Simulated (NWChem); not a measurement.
# B3H3O3 cation, doublet; SMILES of the neutral closed-shell parent B1OBOBO1

```xyz
9

B      0.0000     1.1657    -0.7017
O      0.0000     1.0907     0.6588
B      0.0000     0.0000     1.5155
O      0.0000    -1.0907     0.6588
B      0.0000    -1.1657    -0.7017
O      0.0000     0.0000    -1.4157
H      0.0000     2.2588    -1.2387
H      0.0000     0.0000     2.7018
H      0.0000    -2.2588    -1.2387
```
Atoms are numbered in this order, from 1.

Computed with NWChem. Spin-unrestricted. In the optimisation the excess spin sits in a' (Cs, its own frame). Geometry: optimised at PBE0/def2-SVP, spin-unrestricted. Not confirmed as a minimum by frequencies. The spin multiplicity was typed, not searched, and may not be the lowest. No stability test was run on the SCF state. Total energies compare along this basis series because the functional is fixed.

| level | basis functions | energy (Ha) | highest occupied level (eV) | lowest empty minus highest occupied level, either spin (eV) | <S²> |
|---|---|---|---|---|---|
| UHF/cc-pVDZ | 99 | -300.2839 | -19.17 | 10.16 | 0.783 |
| UHF/aug-cc-pVDZ | 165 | -300.2968 | -19.17 | 10.17 | 0.785 |
| UHF/cc-pVTZ | 222 | -300.3880 | -19.13 | 10.19 | 0.785 |
